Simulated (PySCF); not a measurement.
How methods differ on the ionisation energy of B⁺

B⁺ [He] 2s2 (1S) → B²⁺ [He] 2s1 (2S), as a difference of total energies. Computed with PySCF 2.14 in def2-QZVPPD, with no relativity, point nucleus. Correlated levels: valence: 1s2 frozen; valence and next inner shell: nothing frozen. The calculations carry no spin-orbit coupling.

```csv
method,ionisation energy (eV)
UHF,23.443
LDA,24.554
PBE,24.606
PBE0,24.561
r2SCAN,24.257
M06,24.497
TPSSh,24.642
wB97X,24.260
HSE06,24.557
MP2 (valence),24.466
SCS-MP2 (valence),24.671
MP2 (valence and next inner shell),24.490
SCS-MP2 (valence and next inner shell),24.691
```

**Question.** How much does correlation contribute at MP2 (valence and next inner shell)?

**Answer.** 24.490 − (23.443) = 1.047 eV, measured against UHF.

Errors of the correlated levels include the incompleteness of this basis and the frozen core.

MP2 underrates the near-degeneracy of ns² with np² in the lower species.

For comparison: 25.155 eV (measured; NIST Atomic Spectra Database, ionization energies).
